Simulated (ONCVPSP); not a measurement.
Varying the ONCV potential for carbon (C)

Base potential:

```json
{
 "Element": "C",
 "Generator": "ONCVPSP 4.0.1",
 "Type": "optimised norm-conserving Vanderbilt (ONCV)",
 "Functional": "PBE",
 "Relativity": "scalar-relativistic",
 "Frozen core": "none",
 "Valence charge": "6",
 "Reference configuration": "1s2 2s2 2p2",
 "Partial waves": "1s+2s: rc 0.55 bohr, ncon 4, nbas 9, qcut 26.3 1/bohr, 2 projectors; 2p: rc 2.65 bohr, ncon 3, nbas 7, qcut 6.1 1/bohr, 2 projectors, debl 3.8 Ha; d scattering state at 0.1 Ha: rc 2.90 bohr, ncon 5, nbas 9, qcut 3.7 1/bohr, 2 projectors, debl 2.8 Ha",
 "Local potential": "polynomial inside 0.55 bohr (lpopt 5, dvloc0 1 Ha)",
 "Core correction": "none"
}
```

All-electron outer shells of the reference configuration (PBE, scalar-relativistic, ld1.x):

| shell | level (eV) | outermost node (bohr) | outermost maximum (bohr) |
| --- | --- | --- | --- |
| 1s | -273.38 | – | 0.17 |
| 2s | -13.75 | 0.38 | 1.22 |
| 2p | -5.29 | – | 1.20 |

Cutoffs, loose and tight: the cutoffs (Ha) at which the residual kinetic energy of the hardest occupied pseudo-wave falls to 1 and 0.1 mHa per electron. They do not see the model core or the augmentation charge, which bear on the density cutoff. Test errors are all-electron minus pseudo excitation energies from the reference, over the configurations 1s2 2s2 2p1; 1s2 2s2 2p0; 1s2 2s1 2p0; 1s2 2s2 2p1.5. A dash means not determined; rows that change the core or the reference have their own tests.

A true bound ghost makes a file unfit for plane-wave use even where its test errors are small: the radial tests pick states by their node count and pass the ghost by.

```csv
change,outcome,"cutoff, loose","cutoff, tight",bound ghosts,GHOST(+) flags above zero,largest test error (meV)
base,generated,233 Ha,268 Ha,p,d,+1252
"local potential polynomial inside 0.55 bohr (lpopt 5, dvloc0 -2 Ha)",generated,233 Ha,268 Ha,none,"p, d",+1252
"local potential polynomial inside 0.55 bohr (lpopt 5, dvloc0 -0.5 Ha)",generated,233 Ha,268 Ha,p,d,+1252
"local potential polynomial inside 0.55 bohr (lpopt 5, dvloc0 1.5 Ha)",generated,233 Ha,268 Ha,p,d,+1252
"local potential polynomial inside 0.55 bohr (lpopt 5, dvloc0 3 Ha)",generated,233 Ha,268 Ha,none,d,+1252
"local potential polynomial inside 0.55 bohr (lpopt 5, dvloc0 4.5 Ha)",generated,233 Ha,268 Ha,none,"p, d",+1252
"local potential polynomial inside 0.55 bohr (lpopt 5, dvloc0 6 Ha)",generated,233 Ha,268 Ha,none,d,+1252
"local potential polynomial inside 0.55 bohr (lpopt 5, dvloc0 8 Ha)",generated,233 Ha,268 Ha,none,d,+1252
"local potential polynomial inside 0.55 bohr (lpopt 5, dvloc0 9.5 Ha)",generated,233 Ha,268 Ha,none,d,+1252
```

Reading the sweep of the dvloc0 (base included, trends over the rows without a ghost): The loose cutoff stays near 233 Ha. The median size of the test errors (rows with all tests solved) stays near 360.4 meV. Bound ghosts are found at -0.5, 1, 1.5 Ha.
